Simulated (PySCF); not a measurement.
Molecule: SMILES C[P+](C)(C)[Al-]([Cl])([Cl])[Cl], C3H9AlCl3P.

Geometry:
| atom | x (Å) | y (Å) | z (Å) |
| --- | --- | --- | --- |
| C1 | -1.171 | 1.331 | 0.467 |
| P2 | -0.069 | -0.052 | 0.050 |
| C3 | -1.025 | -1.196 | -0.988 |
| C4 | 0.298 | -0.923 | 1.603 |
| Al5 | 1.886 | 0.766 | -1.060 |
| Cl6 | 0.991 | 1.654 | -2.776 |
| Cl7 | 2.623 | 2.127 | 0.400 |
| Cl8 | 3.005 | -1.011 | -1.379 |
| H9 | -0.617 | 2.029 | 1.112 |
| H10 | -1.425 | 1.858 | -0.464 |
| H11 | -2.088 | 0.994 | 0.973 |
| H12 | -1.942 | -1.540 | -0.488 |
| H13 | -0.387 | -2.057 | -1.236 |
| H14 | -1.278 | -0.678 | -1.925 |
| H15 | 0.848 | -0.236 | 2.263 |
| H16 | -0.617 | -1.272 | 2.104 |
| H17 | 0.952 | -1.777 | 1.378 |

Geometry PBE0-D3(BJ)/def2-SVP throughout; GIAO in PySCF 2.14, gas phase, one conformer, non-relativistic; equivalent atoms averaged; functional PBE0.

A run gave: C1/C3/C4 177.7, P2 364.3, Al5 448.9, Cl6/Cl7/Cl8 934.4, H9/H10/H11/H12/H13/H14/H15/H16/H17 30.16 ppm (absolute shieldings σ).

**Question.** Which basis set was used in that run?
A. 6-31G
B. 6-311+G(2d,p)
C. STO-3G
D. 6-31G*

**Answer.** B. P2 tells them apart best: 6-311+G(2d,p) gives 364.3, 6-31G* gives 434.6, 6-31G gives 496.9, STO-3G gives 655.2 ppm.
